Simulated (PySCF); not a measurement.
Cl₂O₂W (SMILES [O]=[W](=[O])([Cl])[Cl]), singlet, at a GFN2-xTB geometry (such geometries of metal compounds can be far from the true shape) (core potentials on W), with bond 3-1 at 1.3 times its length; DF-SVWN5/def2-SVP (PySCF).

Here is a job for PySCF.
```python
from pyscf import gto, scf, dft

mol = gto.Mole()
mol.atom = '''
    W     0.220708   -0.043837    0.072484
    O     1.421067   -0.597577   -0.956774
    O     0.863681    0.238379    2.134167
    Cl   -0.535690    1.843740   -0.688017
    Cl   -1.430390   -1.453238    0.042322
'''
mol.basis = 'def2-svp'
mol.ecp = {'W': 'def2-svp'}
mol.charge = 0
mol.spin = 0
mol.verbose = 4
mol.build()

mf = dft.RKS(mol)
mf.xc = 'lda,vwn'
mf.conv_tol_grad = 1e-3
mf = mf.density_fit(auxbasis='def2-universal-jkfit')
mf.kernel()
```

Predict the main parts of the log of this PySCF run.


```
PySCF version 2.14.0

[INPUT] verbose = 4
[INPUT] num. atoms = 5
[INPUT] num. electrons = 64
[INPUT] charge = 0
[INPUT] spin (= nelec alpha-beta = 2S) = 0
[INPUT] symmetry False subgroup None
[INPUT] Mole.unit = angstrom
[INPUT] Symbol           X                Y                Z      unit          X                Y                Z       unit  Magmom
[INPUT]  1 W      0.220708000000  -0.043837000000   0.072484000000 AA    0.417077673501  -0.082839924123   0.136974908413 Bohr   0.0
[INPUT]  2 O      1.421067000000  -0.597577000000  -0.956774000000 AA    2.685427434657  -1.129256868339  -1.808040823105 Bohr   0.0
[INPUT]  3 O      0.863681000000   0.238379000000   2.134167000000 AA    1.632120548990   0.450471023848   4.032991134085 Bohr   0.0
[INPUT]  4 Cl    -0.535690000000   1.843740000000  -0.688017000000 AA   -1.012307387668   3.484163644906  -1.300163699045 Bohr   0.0
[INPUT]  5 Cl    -1.430390000000  -1.453238000000   0.042322000000 AA   -2.703045351317  -2.746221813811   0.079976989044 Bohr   0.0

nuclear repulsion = 319.354442728687
number of shells = 40
number of NR pGTOs = 177
number of NR cGTOs = 96
basis = def2-svp
ecp = {'W': 'def2-svp'}

******** <class 'pyscf.df.df_jk.DFRKS'> ********
method = DFRKS
initial guess = minao
damping factor = 0
level_shift factor = 0
DIIS = <class 'pyscf.scf.diis.CDIIS'>
diis_start_cycle = 1
diis_space = 8
diis_damp = 0
SCF conv_tol = 1e-09
SCF conv_tol_grad = 0.001
SCF max_cycles = 50
direct_scf = False
XC library pyscf.dft.libxc version 7.1.2
    S. Lehtola, C. Steigemann, M. J. T. Oliveira, and M. A. L. Marques,  SoftwareX 7, 1–5 (2018)
XC functionals = lda,vwn
    P. A. M. Dirac,  Math. Proc. Cambridge Philos. Soc. 26, 376 (1930)
    F. Bloch,  Z. Phys. 57, 545 (1929)
    S. H. Vosko, L. Wilk, and M. Nusair,  Can. J. Phys. 58, 1200 (1980)
radial grids:
    Treutler-Ahlrichs [JCP 102, 346 (1995); DOI:10.1063/1.469408] (M4) radial grids

becke partition: Becke, JCP 88, 2547 (1988); DOI:10.1063/1.454033
pruning grids: <function nwchem_prune>
grids dens level: 3
symmetrized grids: False
atomic radii adjust function: <function treutler_atomic_radii_adjust>
small_rho_cutoff = 0
Initial guess from minao.
tot grids = 90232
init E= -1121.29302997589
  HOMO = -0.533925285171576  LUMO = -0.349368671826069  gap/eV = 5.02204
cycle= 1 E= -1132.81377987578  delta_E= -11.5  |g|= 1.73  |ddm|= 7.27
  HOMO = -0.123419327155774  LUMO = -0.0753739768148901  gap/eV = 1.30738
cycle= 2 E= -1118.00678283972  delta_E= 14.8  |g|= 6.04  |ddm|= 8.29
  HOMO = -0.191652524825056  LUMO = -0.115270719851011  gap/eV = 2.07845
cycle= 3 E= -1133.38467015559  delta_E= -15.4  |g|= 0.877  |ddm|= 7.72
  HOMO = -0.317960263565048  LUMO = -0.187606887907365  gap/eV = 3.54710
cycle= 4 E= -1132.92618864374  delta_E= 0.458  |g|= 1.62  |ddm|= 1.77
  HOMO = -0.242187542586503  LUMO = -0.19550553762238  gap/eV = 1.27028
cycle= 5 E= -1133.35791027432  delta_E= -0.432  |g|= 0.946  |ddm|= 1.74
  HOMO = -0.232967983712956  LUMO = -0.183605777193364  gap/eV = 1.34321
cycle= 6 E= -1133.4130592956  delta_E= -0.0551  |g|= 0.796  |ddm|= 0.166
  HOMO = -0.237119078382224  LUMO = -0.183796684571373  gap/eV = 1.45098
cycle= 7 E= -1133.45143869475  delta_E= -0.0384  |g|= 0.667  |ddm|= 0.233
  HOMO = -0.22526667435248  LUMO = -0.173101706634895  gap/eV = 1.41948
cycle= 8 E= -1133.46576546959  delta_E= -0.0143  |g|= 0.606  |ddm|= 0.234
  HOMO = -0.240063738354051  LUMO = -0.177740066411052  gap/eV = 1.69591
cycle= 9 E= -1133.53091529497  delta_E= -0.0651  |g|= 0.25  |ddm|= 0.284
  HOMO = -0.243829024694907  LUMO = -0.174219837239434  gap/eV = 1.89416
cycle= 10 E= -1133.54404443914  delta_E= -0.0131  |g|= 0.0119  |ddm|= 0.178
  HOMO = -0.243529121830402  LUMO = -0.174580978492117  gap/eV = 1.87617
cycle= 11 E= -1133.54407640377  delta_E= -3.2e-05  |g|= 0.00618  |ddm|= 0.0177
  HOMO = -0.243740009927538  LUMO = -0.17470187254352  gap/eV = 1.87862
cycle= 12 E= -1133.54408386834  delta_E= -7.46e-06  |g|= 0.00247  |ddm|= 0.00371
  HOMO = -0.243809631679333  LUMO = -0.174684212849155  gap/eV = 1.88100
cycle= 13 E= -1133.54408527678  delta_E= -1.41e-06  |g|= 0.000336  |ddm|= 0.00197
  HOMO = -0.243808117965197  LUMO = -0.174672258429421  gap/eV = 1.88128
cycle= 14 E= -1133.54408529653  delta_E= -1.97e-08  |g|= 0.000135  |ddm|= 0.000292
  HOMO = -0.243807668792979  LUMO = -0.174675010405349  gap/eV = 1.88120
cycle= 15 E= -1133.54408530042  delta_E= -3.89e-09  |g|= 2.72e-05  |ddm|= 8.92e-05
  HOMO = -0.243806215842506  LUMO = -0.174674524750001  gap/eV = 1.88117
cycle= 16 E= -1133.54408530058  delta_E= -1.65e-10  |g|= 8.54e-06  |ddm|= 3.17e-05
  HOMO = -0.243805526948753  LUMO = -0.174674277665756  gap/eV = 1.88116
Extra cycle  E= -1133.54408530044  delta_E= 1.39e-10  |g|= 2.38e-05  |ddm|= 3.8e-05
converged SCF energy = -1133.54408530044
```
